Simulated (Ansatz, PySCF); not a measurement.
Ge(F)2(Br)(NH2) (BrF2GeH2N), SMILES [F][Ge]([Br])([NH2])[F]. Atoms are numbered in the order given.

```xyz
7

N      2.1762     0.2095     0.5079
Ge     0.4062     0.4865     0.3090
F     -0.2822     0.6615     1.8813
F      0.1946     1.9856    -0.5184
Br    -0.8517    -1.0803    -0.8054
H      2.4157    -0.6025     1.0746
H      2.7016     0.1914    -0.3648
```

Coordinates come from a B3LYP-D3(BJ)/def2-SVP optimisation. This is a generated structure with no PubChem entry under its InChIKey; it may be hypothetical. Other conformers were not sampled.

Two levels are set side by side: PBE-D3(BJ)/def2-SVP (Ansatz, a quantum-chemistry and plane-wave program) and B3LYP-D3(BJ)/def2-SVP (Ansatz). Each level has its own optimised geometry; the coordinates shown are those of the second. Frequencies come from the Hessian of PySCF at each geometry. Differences are taken from unrounded values.

```tsv
quantity	B3LYP-D3(BJ)
mean bond length (Å)	1.598
bond N1–Ge2 (Å)	1.803
bond Ge2–F3 (Å)	1.725
bond Ge2–F4 (Å)	1.725
bond Ge2–Br5 (Å)	2.298
bond N1–H6 (Å)	1.019
bond N1–H7 (Å)	1.019
highest harmonic wavenumber (cm⁻¹)	3630
mean harmonic wavenumber (cm⁻¹)	915
zero-point energy (kcal/mol)	19.62
```

Task: What does PBE-D3(BJ) give, and how far is it from B3LYP-D3(BJ)? (An estimate is asked for; the answer gives what the named calculation found.)

Result: 
```
quantity                            PBE-D3(BJ)  PBE-D3(BJ) minus B3LYP-D3(BJ)
----------------------------------  ----------  -----------------------------
mean bond length (Å)                     1.609                          0.011
bond N1–Ge2 (Å)                          1.818                          0.015
bond Ge2–F3 (Å)                          1.738                          0.013
bond Ge2–F4 (Å)                          1.738                          0.013
bond Ge2–Br5 (Å)                         2.305                          0.007
bond N1–H6 (Å)                           1.028                          0.009
bond N1–H7 (Å)                           1.028                          0.009
highest harmonic wavenumber (cm⁻¹)        3540                            -90
mean harmonic wavenumber (cm⁻¹)            893                            -22
zero-point energy (kcal/mol)             19.16                          -0.46
```

Exact exchange shortens and stiffens bonds; PBE has none. Differences between two approximate levels are no errors against the true value.
